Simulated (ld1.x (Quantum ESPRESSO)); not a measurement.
# Reading a pseudo-wave (titanium)

Columns: radius, all-electron u(r) and pseudo u(r) of the 3d shell (level -1.97 eV) of titanium in the configuration [Ne] 3s2 3p6 3d3 4s1 4p0; PBE, non-relativistic, TM scheme, ld1.x (Quantum ESPRESSO) 7.5.

```json
{"r (bohr)": "0.123", "all-electron": "0.0456", "pseudo": "0.0046"}
{"r (bohr)": "0.245", "all-electron": "0.1847", "pseudo": "0.0346"}
{"r (bohr)": "0.368", "all-electron": "0.3470", "pseudo": "0.1072"}
{"r (bohr)": "0.490", "all-electron": "0.4851", "pseudo": "0.2235"}
{"r (bohr)": "0.613", "all-electron": "0.5884", "pseudo": "0.3716"}
{"r (bohr)": "0.735", "all-electron": "0.6558", "pseudo": "0.5245"}
{"r (bohr)": "0.858", "all-electron": "0.6928", "pseudo": "0.6579"}
{"r (bohr)": "0.980", "all-electron": "0.7060", "pseudo": "0.7499"}
{"r (bohr)": "1.103", "all-electron": "0.7028", "pseudo": "0.7949"}
{"r (bohr)": "1.225", "all-electron": "0.6888", "pseudo": "0.7964"}
{"r (bohr)": "1.348", "all-electron": "0.6678", "pseudo": "0.7669"}
{"r (bohr)": "1.470", "all-electron": "0.6432", "pseudo": "0.7207"}
{"r (bohr)": "1.593", "all-electron": "0.6163", "pseudo": "0.6688"}
{"r (bohr)": "1.715", "all-electron": "0.5890", "pseudo": "0.6198"}
{"r (bohr)": "1.838", "all-electron": "0.5616", "pseudo": "0.5766"}
{"r (bohr)": "1.960", "all-electron": "0.5351", "pseudo": "0.5409"}
{"r (bohr)": "2.083", "all-electron": "0.5094", "pseudo": "0.5109"}
{"r (bohr)": "2.205", "all-electron": "0.4850", "pseudo": "0.4853"}
{"r (bohr)": "2.328", "all-electron": "0.4617", "pseudo": "0.4617"}
{"r (bohr)": "2.450", "all-electron": "0.4398", "pseudo": "0.4398"}
{"r (bohr)": "2.573", "all-electron": "0.4190", "pseudo": "0.4190"}
{"r (bohr)": "2.695", "all-electron": "0.3995", "pseudo": "0.3995"}
{"r (bohr)": "2.818", "all-electron": "0.3809", "pseudo": "0.3809"}
{"r (bohr)": "2.940", "all-electron": "0.3634", "pseudo": "0.3634"}
{"r (bohr)": "3.063", "all-electron": "0.3468", "pseudo": "0.3468"}
{"r (bohr)": "3.185", "all-electron": "0.3310", "pseudo": "0.3310"}
```

(1) How many radial nodes do the two functions have?

(2) At about which radius was the pseudo-wave matched?

(3) Is the pseudo-wave norm-conserving?

Results:

(1) The all-electron 3d function has n − l − 1 = 0; the pseudo-wave has 0.

(2) 2.45 bohr. The columns agree to 0.0005 from 2.21 bohr on; several derivatives are matched, so the curves merge somewhat inside the radius.

(3) Yes: the TM scheme keeps the norm inside the radius equal to the all-electron one, which fixes the energy derivative of the logarithmic derivative at the level.
